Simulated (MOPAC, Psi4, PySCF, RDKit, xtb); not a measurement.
Two geometries of SMILES CSCC#N (C3H5NS), relaxed at B3LYP-D3(BJ)/def2-SVP with one dihedral held; other torsions can differ between them too.

Structure A

```
10

C     -1.6101     0.0994    -0.2517
S     -0.2771    -0.3504    -1.4080
C      1.2089    -0.5023    -0.2999
C      0.9443    -0.2415     1.1053
N      0.7068    -0.0288     2.2195
H     -1.4158     1.0590     0.2465
H     -1.7839    -0.6828     0.4996
H     -2.5043     0.1965    -0.8842
H      1.6112    -1.5218    -0.4042
H      1.9752     0.2035    -0.6557
```

Structure B

```
10

C      1.5889     0.0848    -0.2288
S      0.2828    -0.3809    -1.4081
C     -1.2014    -0.5042    -0.3124
C     -1.1604     0.3845     0.8399
N     -1.0739     1.0850     1.7591
H      1.3623     1.0396     0.2650
H      1.7614    -0.6962     0.5265
H      2.4970     0.1984    -0.8378
H     -1.3218    -1.5390     0.0478
H     -2.0708    -0.2626    -0.9422
```

Which is lower in energy at the level DF-MP2 (frozen core)/cc-pVTZ // B3LYP-D3(BJ)/def2-SVP (Psi4), and by how much?

B is lower, by 6.16 kJ/mol (dihedral C1–S2–C3–C4: 0° in A, 30° in B).

E(B) − E(A) in kJ/mol at the other levels, on the same two geometries: MMFF94 // B3LYP-D3(BJ)/def2-SVP (RDKit) -4.38; B3LYP/def2-TZVP // B3LYP-D3(BJ)/def2-SVP (Psi4) -5.66; B3LYP-D3(BJ)/def2-TZVP // B3LYP-D3(BJ)/def2-SVP (Psi4) -5.59; PBE/def2-TZVP // B3LYP-D3(BJ)/def2-SVP (Psi4) -5.62; PBE-D3(BJ)/def2-TZVP // B3LYP-D3(BJ)/def2-SVP (Psi4) -5.58; HF/cc-pVTZ // B3LYP-D3(BJ)/def2-SVP (Psi4) -6.25; UFF // B3LYP-D3(BJ)/def2-SVP (RDKit) -7.20; PM7, restricted, heats of formation // B3LYP-D3(BJ)/def2-SVP (MOPAC) -2.04; PM3, restricted, heats of formation // B3LYP-D3(BJ)/def2-SVP (MOPAC) -2.48; GFN1-xTB // B3LYP-D3(BJ)/def2-SVP (xtb) -2.34; restricted B3LYP/6-31G*, spherical d // B3LYP-D3(BJ)/def2-SVP (PySCF) -5.82.
